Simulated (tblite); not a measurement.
Species: C4H13OPSi2.
SMILES with atom numbers: `[CH3:1][C@@H:2]1[CH2:3][Si@@:4]([CH3:5])([PH2:6])[O:7][SiH2:8]1` (hydrogens: H9, H10, H11 on C1; H12 on C2; H13, H14 on C3; H15, H16, H17 on C5; H18, H19 on P6; H20, H21 on Si8)

The geometry is computed with GFN2-xTB (gas phase).

**Question.** What internal coordinates does the optimisation give?

**Answer.** 
| bond | length (Å) |
| --- | --- |
| C1–C2 | 1.525 |
| C2–C3 | 1.537 |
| C3–Si4 | 1.921 |
| Si4–C5 | 1.902 |
| Si4–P6 | 2.248 |
| Si4–O7 | 1.649 |
| O7–Si8 | 1.635 |
| C2–Si8 | 1.913 |
| C1–H9, C1–H10, C1–H11 | 1.089 |
| C2–H12 | 1.098 |
| C3–H13 | 1.091 |
| C3–H14 | 1.092 |
| C5–H15, C5–H16, C5–H17 | 1.085 |
| P6–H18, P6–H19 | 1.385 |
| Si8–H20 | 1.460 |
| Si8–H21 | 1.456 |

Bonds in one row agree within 0.01 Å and their mean is given. A selection of angles:
| angle | degrees |
| --- | --- |
| C2–C1–H9 | 110.4 |
| C2–C1–H10 | 110.7 |
| H9–C1–H10 | 108.2 |
| C1–C2–C3 | 111.8 |
| C1–C2–Si8 | 116.2 |
| C1–C2–H12 | 107.5 |
| C3–C2–Si8 | 106.5 |
| C3–C2–H12 | 107.3 |
| Si8–C2–H12 | 107.1 |
| C2–C3–Si4 | 106.8 |
| C2–C3–H13 | 110.8 |
| C2–C3–H14 | 108.9 |
| Si4–C3–H13 | 114.4 |
| Si4–C3–H14 | 109.1 |
| H13–C3–H14 | 106.7 |
| C3–Si4–C5 | 114.6 |
| C3–Si4–P6 | 117.2 |
| C3–Si4–O7 | 98.1 |
| C5–Si4–P6 | 110.7 |
| C5–Si4–O7 | 108.7 |
| P6–Si4–O7 | 106.1 |
| Si4–C5–H15 | 110.2 |
| Si4–C5–H16 | 110.6 |
| H15–C5–H16 | 108.0 |
| Si4–P6–H18 | 93.8 |
| Si4–P6–H19 | 95.6 |
| H18–P6–H19 | 92.3 |
| Si4–O7–Si8 | 119.6 |
| O7–Si8–H20 | 107.3 |
| O7–Si8–H21 | 106.7 |
| C2–Si8–O7 | 98.5 |
| C2–Si8–H20 | 113.4 |
| C2–Si8–H21 | 114.0 |
| H20–Si8–H21 | 115.2 |

Torsions: C1–C2–C3–Si4 -161° (antiperiplanar); C2–C3–Si4–C5 141° (anticlinal); C3–Si4–O7–Si8 -7° (synperiplanar); Si4–O7–Si8–C2 -11° (synperiplanar); C1–C2–Si8–O7 154° (antiperiplanar).

Si4 (oxygen-bound silicon) is distorted tetrahedral (angles from 98.1° to 117.2°). P6 (three-coordinate phosphorus) is pyramidal (angles 95.6°, 93.8° and 92.3°, sum 281.7°, 0.84 Å off the plane of its three neighbours). Of the pairs four or more bonds apart, H10···H14 is among the closest relative to their van der Waals radii: 2.48 Å, 103 % of the sum of Bondi's values. Si8 (oxygen-bound silicon) is distorted tetrahedral (angles from 98.5° to 115.2°). The 5-membered ring C2–C3–Si4–O7–Si8 has internal angles of 98.1° to 119.6° (sum 529°, against 540° for a flat polygon); it is puckered, 0.16 Å rms from its mean plane, widest ring torsion 33°.

Point group: C1 (no symmetry element, even within 0.4 Å). GFN2-xTB frequencies show an imaginary mode (74i cm⁻¹), so the point is no minimum at that level. Torsions: C3–Si4–P6–H -73° and 20°, C1–C2–C3–Si4 -161°, C2–C3–Si4–C5 141°, C3–Si4–O7–Si8 -7°, Si4–O7–Si8–C2 -11°. 3 starts were optimised and ended at 0.00, 0.42 and 0.49 kcal/mol (GFN2-xTB); the lowest of these is shown.
